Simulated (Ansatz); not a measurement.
Job for Ansatz (a quantum-chemistry and plane-wave program): R-B3LYP-D3(BJ)/def2-TZVP on BrO2Re (SMILES [O]=[Re](=[O])[Br]), 2S+1 = 1, a spin state set in the input, which need not be the lowest. Elements past Kr take the def2 small-core potentials; no spin–orbit coupling.

Ansatz 0.2 input:
```yaml
crystal:
  periodic: [false, false, false]
  atoms:
    - {symbol: Re, position_ang: [0.15334921, -0.18515018, 0.13263449]}
    - {symbol: O, position_ang: [1.59407633, -0.43058683, -0.58646586]}
    - {symbol: O, position_ang: [-0.70989426, -0.76049139, 1.37671174]}
    - {symbol: Br, position_ang: [-1.09551900, 1.44319368, -0.97902452]}
basis:
  gaussian:
    orbitals: def2-TZVP
hamiltonian:
  xc: b3lyp
  dispersion: d3bj
relax: {f_tol: 0.005, max_steps: 120}
```

Program output:

```
WARN ansatz: RAYON_NUM_THREADS=4 ignored (pool sized by the plan → 4); use --threads N
Functional definition: B3LYP
integrals: 0.07 GiB planned
1092 factors; their error is unknown
mean field: 0.70 GiB planned
mean field evaluation 1: about -76261.7741 eV, gradient 9.0e1 eV
mean field evaluation 2: about -76098.6054 eV, gradient 2.8e2 eV
mean field evaluation 4: about -76272.6694 eV, gradient 3.1e1 eV
mean field evaluation 8: about -76275.0486 eV, gradient 5.6e-1 eV
mean field evaluation 16: about -76275.4064 eV, gradient 2.9e-3 eV
mean field -76275.40638056 eV, -2803.0694831581 hartree, gradient 6.4e-5 eV, S^2 0.000000; 0 other end points of the search recorded, 0 dependent functions left out
the calculation of the forces begins
reference -76275.40661093 eV, -2803.0694916243 hartree; 33, 33 occupied and 117, 117 virtual orbitals, 1092 factors
relax step   1: F+E_penalty+E_count = -76275.62271601 eV  Δ(F+E_penalty+E_count) = +0.000e0 eV  max|allowed force component| = 6.137e0 eV/Å  Δτ_max = 0.0000 Å  (35 SCF iters, accepted)
these checks for a lower state are left out or cut short: starts, cluster_reference, orbital_swaps, neighbouring_geometries, increment
integrals: 0.07 GiB planned
1092 factors; their error is unknown
mean field: 0.69 GiB planned
mean field -76276.40948552 eV, -2803.1063465855 hartree, gradient 2.2e-5 eV, S^2 0.000000; 0 other end points of the search recorded, 0 dependent functions left out
the calculation of the forces begins
reference -76276.40971909 eV, -2803.1063551693 hartree; 33, 33 occupied and 117, 117 virtual orbitals, 1092 factors
relax step   2: F+E_penalty+E_count = -76276.61849615 eV  Δ(F+E_penalty+E_count) = -9.958e-1 eV  max|allowed force component| = 1.266e0 eV/Å  Δτ_max = 0.1482 Å  (52 SCF iters, accepted)
these checks for a lower state are left out or cut short: starts, cluster_reference, orbital_swaps, neighbouring_geometries, increment
integrals: 0.07 GiB planned
1092 factors; their error is unknown
mean field: 0.69 GiB planned
mean field evaluation 32: about -76273.9579 eV, gradient 1.2e2 eV
mean field -76276.46656947 eV, -2803.1084443822 hartree, gradient 1.9e-5 eV, S^2 0.000000; 0 other end points of the search recorded, 0 dependent functions left out
the calculation of the forces begins
reference -76276.46680341 eV, -2803.1084529790 hartree; 33, 33 occupied and 117, 117 virtual orbitals, 1092 factors
relax step   3: F+E_penalty+E_count = -76276.67381466 eV  Δ(F+E_penalty+E_count) = -5.532e-2 eV  max|allowed force component| = 2.629e0 eV/Å  Δτ_max = 0.1941 Å  (52 SCF iters, accepted)
these checks for a lower state are left out or cut short: starts, cluster_reference, orbital_swaps, neighbouring_geometries, increment
integrals: 0.07 GiB planned
1092 factors; their error is unknown
mean field: 0.69 GiB planned
mean field -76276.59461779 eV, -2803.1131500708 hartree, gradient 1.8e-5 eV, S^2 0.000000; 0 other end points of the search recorded, 0 dependent functions left out
the calculation of the forces begins
reference -76276.59485297 eV, -2803.1131587139 hartree; 33, 33 occupied and 117, 117 virtual orbitals, 1092 factors
relax step   4: F+E_penalty+E_count = -76276.80190368 eV  Δ(F+E_penalty+E_count) = -1.281e-1 eV  max|allowed force component| = 1.672e-1 eV/Å  Δτ_max = 0.1249 Å  (50 SCF iters, accepted)
these checks for a lower state are left out or cut short: starts, cluster_reference, orbital_swaps, neighbouring_geometries, increment
integrals: 0.07 GiB planned
1092 factors; their error is unknown
mean field: 0.69 GiB planned
mean field -76276.59615478 eV, -2803.1132065544 hartree, gradient 2.4e-5 eV, S^2 0.000000; 0 other end points of the search recorded, 0 dependent functions left out
the calculation of the forces begins
reference -76276.59638985 eV, -2803.1132151930 hartree; 33, 33 occupied and 117, 117 virtual orbitals, 1092 factors
relax step   5: F+E_penalty+E_count = -76276.80379752 eV  Δ(F+E_penalty+E_count) = -1.894e-3 eV  max|allowed force component| = 2.311e-2 eV/Å  Δτ_max = 0.0087 Å  (41 SCF iters, accepted)
these checks for a lower state are left out or cut short: starts, cluster_reference, orbital_swaps, neighbouring_geometries, increment
integrals: 0.07 GiB planned
1092 factors; their error is unknown
mean field: 0.69 GiB planned
mean field -76276.59613157 eV, -2803.1132057016 hartree, gradient 1.6e-5 eV, S^2 0.000000; 0 other end points of the search recorded, 0 dependent functions left out
the calculation of the forces begins
reference -76276.59636661 eV, -2803.1132143391 hartree; 33, 33 occupied and 117, 117 virtual orbitals, 1092 factors
relax step   6: F+E_penalty+E_count = -76276.80386841 eV  Δ(F+E_penalty+E_count) = -7.089e-5 eV  max|allowed force component| = 4.641e-3 eV/Å  Δτ_max = 0.0025 Å  (40 SCF iters, accepted)
integrals: 0.07 GiB planned
1092 factors; their error is unknown
mean field: 0.69 GiB planned
mean field evaluation 64: about -76276.2395 eV, gradient 3.3e-1 eV
mean field -76276.59613157 eV, -2803.1132057016 hartree, gradient 1.6e-5 eV, S^2 0.000000; 1 other end points of the search recorded, 0 dependent functions left out
the calculation of the forces begins
reference -76276.59636661 eV, -2803.1132143391 hartree; 33, 33 occupied and 117, 117 virtual orbitals, 1092 factors
Total energy: -76276.80410345 eV, -2803.1208485272 hartree
Atom 0 at     0.056130    -0.077940     0.050598 Å, force    -0.003185     0.003058    -0.001460 eV/Å
Atom 1 at     1.603096    -0.557182    -0.432440 Å, force     0.004641    -0.000349    -0.002750 eV/Å
Atom 2 at    -0.529092    -0.887809     1.413617 Å, force    -0.002784    -0.000893     0.002954 eV/Å
Atom 3 at    -1.188121     1.589896    -1.087919 Å, force     0.001327    -0.001817     0.001256 eV/Å
Dipole moment:    -0.260599     0.349332    -0.238475 e Å
```

Self-consistency was reached.

Cost: about 40 core-seconds (a rough figure).
